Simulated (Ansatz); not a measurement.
Program: Ansatz. Geometries: PBE0-D4/def2-TZVP. ΔE: electronic, gas phase. CCSD(T)/CBS is the MP2 limit (def2-TZVPP, def2-QZVPP) plus CCSD(T) − MP2 in def2-TZVPP, frozen cores. This one scheme is used for every species. Functionals use def2-TZVPP. One conformer a species, not always the lowest.

Consider the formal hydrolysis of the Si–F bond: `F[SiH2][SiH](F)F` + H₂O → `O[SiH](F)[SiH2]F` + H–F.

`F[SiH2][SiH](F)F`:

Z-matrix (Å, degrees):
```
Si
Si 1 2.355
F 1 1.604 2 108.5
H 1 1.484 2 111.1 3 -119.4
H 1 1.485 2 110.4 3 118.4
F 2 1.594 1 107.5 3 -175.8
F 2 1.591 1 109.8 3 67.6
H 2 1.481 1 116.5 3 -54.8
```

H₂O:

Cartesian coordinates in Å:
```
O -0.208 0.327 -0.038
H 0.748 0.240 -0.030
H -0.540 -0.567 0.068
```

`O[SiH](F)[SiH2]F`:

Z-matrix (Å, degrees):
```
Si
F 1 1.601
Si 1 2.358 2 107.8
O 1 1.634 2 110.8 3 -119.8
H 1 1.480 2 107.1 3 124.8
F 3 1.612 1 106.0 2 -87.3
H 3 1.485 1 114.0 2 31.5
H 3 1.487 1 111.6 2 155.7
H 4 0.959 1 118.4 2 77.2
```

H–F:

Cartesian coordinates in Å:
```
F 0.107 -0.059 0.443
H -0.107 0.059 -0.443
```

| level | ΔE (eV) |
| --- | --- |
| r2SCAN0-D4 | 0.38 |
| B2PLYP | 0.41 |
| PBE-QIDH | 0.37 |
| PBE0 | 0.38 |
| r2SCAN0 | 0.39 |
| BHLYP | 0.43 |
| CCSD(T)/def2-TZVPP | 0.38 |
| MP2/def2-QZVPP | 0.37 |

Problem. What does CCSD(T)/CBS give? (Estimate.)

Solution. Ansatz gave: +0.39 eV. The listed levels differ from it by -0.01, 0.02, -0.02, -0.01, 0.00, 0.04, -0.01, -0.02 eV.

Problem. What do rigid-rotor, harmonic-oscillator terms from PBE0-D4/def2-TZVP frequencies (298.15 K, 1 bar) make of the CCSD(T)/CBS value? (An estimate is asked.)

Solution. Ansatz gave: ΔZPE = -0.02 eV, ΔH = +0.37 eV, ΔS = -7 J/(mol·K), ΔG = +0.39 eV. Modes under 50 cm⁻¹ make the entropy rough.

Largest T1 diagnostic among the species: 0.012.

Leaving LDA and LC-ωPBE aside and taking each functional with its dispersion term where it has one, the values, not all of them listed here, spread over 0.08 eV, from revPBE-D4 to B97M-V. LDA lies −0.06 eV from PBE without D4. In def2-TZVPP, CCSD(T) changes the Hartree–Fock value by −0.09 eV (the triples alone add −0.02 eV) and MP2 by −0.11 eV.
